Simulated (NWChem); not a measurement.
System meant: CHCuO; SMILES [O+]#[C-]->[CuH]

The following NWChem deck was run.

```
start job
memory heap 200 mb stack 900 mb global 1100 mb
geometry units angstroms noautosym nocenter noautoz
  Cu    -0.001273    -0.760357     0.000000
  H     -0.019139    -2.291552     0.000000
  O     -0.000760     2.218895     0.000000
  C      0.004614     1.089593     0.000000
end
basis spherical
  Cu library def2-svp
  H library def2-svp
  O library def2-svp
  C library def2-svp
end
dft
  xc xtpss03 ctpss03
  iterations 150
end
property
  shielding
end
task dft property
```

End of the output:

```
 Vector   25  Occ=0.000000D+00  E= 2.273956D-02
              MO Center=  6.2D-03, -7.1D-01,  2.4D-08, r^2= 9.0D+00
   Bfn.  Coefficient  Atom+Function         Bfn.  Coefficient  Atom+Function
  ----- ------------  ---------------      ----- ------------  ---------------
     5      1.606452  1 Cu s                 33     -0.650985  2 H  s
     4     -0.467093  1 Cu s                 53     -0.248171  4 C  s
    52     -0.239672  4 C  s                 19     -0.218296  1 Cu d  2
    32     -0.170619  2 H  s                 17     -0.126054  1 Cu d  0
    13     -0.123530  1 Cu py                55      0.118730  4 C  py

 center of mass
 --------------
 x =  -0.00115495 y =  -0.03273384 z =   0.00000000

 moments of inertia (a.u.)
 ------------------
         480.824312003303          -0.491004441668           0.000000000000
          -0.491004441668           0.002505152362           0.000000000000
           0.000000000000           0.000000000000         480.826817155665

     Multipole analysis of the density
     ---------------------------------

     L   x y z        total         alpha         beta         nuclear
     -   - - -        -----         -----         ----         -------
     0   0 0 0     -0.000000    -22.000000    -22.000000     44.000000

     1   1 0 0      0.014488      0.039797      0.039797     -0.065105
     1   0 1 0      1.190767      0.645638      0.645638     -0.100509
     1   0 0 1     -0.000014     -0.000007     -0.000007      0.000000

     2   2 0 0    -18.063580     -9.032764     -9.032764      0.001949
     2   1 1 0     -0.041294     -0.178848     -0.178848      0.316402
     2   1 0 1     -0.000000     -0.000000     -0.000000      0.000000
     2   0 2 0    -23.803444   -134.261720   -134.261720    244.719996
     2   0 1 1      0.000013      0.000007      0.000007      0.000000
     2   0 0 2    -18.063176     -9.031588     -9.031588      0.000000

          -----------------------------------------
          Chemical Shielding Tensors (GIAO, in ppm)
          -----------------------------------------

 ------------------------------------------------------------------------
  xtpss03: d2 not coded                    0
 ------------------------------------------------------------------------
 ------------------------------------------------------------------------
  current input line :
    22: task dft property
 ------------------------------------------------------------------------
 ------------------------------------------------------------------------
 This error has not yet been assigned to a category
 ------------------------------------------------------------------------
 For more information see the NWChem manual at https://nwchemgit.github.io

0: xtpss03: d2 not coded:Received an Error in Communication
```

Find the fault in this run and fix the input.

The program stopped with an error. Cause: this functional's second derivatives, which shieldings need, aren't coded here; the fix takes a hybrid GGA instead. This input runs:
```
start job
memory heap 200 mb stack 900 mb global 1100 mb
geometry units angstroms noautosym nocenter noautoz
  Cu    -0.001273    -0.760357     0.000000
  H     -0.019139    -2.291552     0.000000
  O     -0.000760     2.218895     0.000000
  C      0.004614     1.089593     0.000000
end
basis spherical
  Cu library def2-svp
  H library def2-svp
  O library def2-svp
  C library def2-svp
end
dft
  xc pbe0
  iterations 150
end
property
  shielding
end
task dft property
```
It converges to -1753.73327 Ha (PBE0/def2-SVP, GIAO).
